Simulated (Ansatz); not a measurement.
```yaml
crystal:
  periodic: [false, false, false]
  atoms:
    - {symbol: In, position_ang: [0.072859, -0.086346, -2.436354]}
    - {symbol: N, position_ang: [0.007828, -0.194058, -0.161938]}
    - {symbol: C, position_ang: [0.003098, -1.165799, 0.768497]}
    - {symbol: C, position_ang: [-0.045842, -0.592488, 2.055182]}
    - {symbol: C, position_ang: [-0.070205, 0.788520, 1.834984]}
    - {symbol: N, position_ang: [-0.036585, 0.976224, 0.496611]}
    - {symbol: H, position_ang: [0.034755, -2.218735, 0.465904]}
    - {symbol: H, position_ang: [-0.061562, -1.110670, 3.018773]}
    - {symbol: H, position_ang: [-0.108537, 1.636051, 2.527853]}
    - {symbol: H, position_ang: [-0.040424, 1.835396, -0.088018]}
    - {symbol: Cl, position_ang: [2.149088, -1.042459, -3.025713]}
    - {symbol: Cl, position_ang: [0.004887, 2.328095, -2.309830]}
    - {symbol: Cl, position_ang: [-1.909348, -1.153722, -3.145970]}
basis:
  gaussian: {orbitals: def2-mTZVP, nuclear_model: gaussian}
magnetization: {spin_polarized: true, initial_magnetization: 2}
hamiltonian: {xc: {name: SPW92}}
scf: {lower_state_search: off}
output: {forces: true}
```

```sh
$ ansatz run in.yaml --threads 4 --pin off --events-out ev --progress --plain --max-ram 4787MiB
```

It prints (some lines left out):

```
Functional definition: SPW92
2055 factors; their error is unknown
mean field evaluation 1: about -48696.5182 eV, gradient 6.2e1 eV
mean field evaluation 2: about -48298.3247 eV, gradient 2.4e2 eV
mean field evaluation 4: about -48706.0073 eV, gradient 3.9e1 eV
mean field evaluation 8: about -48715.1468 eV, gradient 1.7e1 eV
mean field evaluation 16: about -48717.9064 eV, gradient 5.3e0 eV
mean field -48718.22161064 eV, -1790.3616217942 hartree, gradient 2.1e-6 eV, S^2 2.001010; 0 other end points of the search recorded, 0 dependent functions left out
reference -48718.22166677 eV, -1790.3616238571 hartree; 55, 53 occupied and 154, 156 virtual orbitals, 2055 factors
Total energy: -48718.22166677 eV, -1790.3616238571 hartree
Atom 0 at     0.072859    -0.086346    -2.436354 Å, force    -0.012794     0.280468     0.087635 eV/Å
Atom 1 at     0.007828    -0.194058    -0.161938 Å, force    -0.028033    -0.305354     1.162027 eV/Å
Atom 2 at     0.003098    -1.165799     0.768497 Å, force    -0.017259     0.802635    -0.006755 eV/Å
Atom 3 at    -0.045842    -0.592488     2.055182 Å, force     0.006222     0.416319    -0.542925 eV/Å
Atom 4 at    -0.070205     0.788520     1.834984 Å, force     0.019564    -0.372403    -0.411085 eV/Å
Atom 5 at    -0.036585     0.976224     0.496611 Å, force    -0.002977    -0.651694     0.604828 eV/Å
Atom 6 at     0.034755    -2.218735     0.465904 Å, force    -0.004968     0.200637     0.032938 eV/Å
Atom 7 at    -0.061562    -1.110670     3.018773 Å, force     0.002317     0.115480    -0.169454 eV/Å
Atom 8 at    -0.108537     1.636051     2.527853 Å, force     0.006920    -0.172275    -0.110885 eV/Å
Atom 9 at    -0.040424     1.835396    -0.088018 Å, force    -0.001446     0.024791     0.029355 eV/Å
Atom 10 at     2.149088    -1.042459    -3.025713 Å, force     1.918280    -0.927610    -0.435083 eV/Å
Atom 11 at     0.004887     2.328095    -2.309830 Å, force    -0.050731     1.620027     0.305226 eV/Å
Atom 12 at    -1.909348    -1.153722    -3.145970 Å, force    -1.835096    -1.031021    -0.545821 eV/Å
Dipole moment:    -0.041806     0.053271     1.409253 e Å
Checks for a lower state left out: stability, starts, cluster_reference, orbital_swaps, neighbouring_geometries, increment
```

Run time 9.5 s (4 threads of Intel Xeon on a shared host).

In the def2 sets In takes a core potential; there is no spin–orbit coupling.
